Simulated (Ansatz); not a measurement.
Mulliken charges of `[Cl][GeH]1[CH]=[CH]1` from B3LYP/def2-TZVPP in Ansatz (PBE0-D4/def2-TZVP geometry).

```
atom   x (Å)   y (Å)   z (Å)  charge (e)
 Cl1  -1.894  -1.843  -0.493      -0.303
 Ge2  -0.723  -0.040  -0.577       0.322
  C3   0.324   0.464   0.912      -0.162
  C4   1.086  -0.076  -0.039      -0.162
  H5  -1.344   0.893  -1.605       0.031
  H6   0.477   0.854   1.912       0.137
  H7   2.136  -0.320  -0.156       0.137
```

Question: By hand: the dipole of these point charges (1 e Å = 4.8032 D).

Answer: Σ q r = (0.429, 0.584, 0.013) e Å, of length 0.725 e Å = 3.48 D.

Question: How does the dipole of the full density compare? (Estimate.)

Answer: Computed: (0.264, 0.328, 0.026) e Å, 2.03 D; the point charges give 1.71 times that, at 4° from its direction.

Point charges leave out the atoms' own dipoles, such as those of lone pairs, and Mulliken's split depends on the basis, so the two needn't agree.

B3LYP here is the variant with VWN-RPA as its local correlation; programs differ in this.
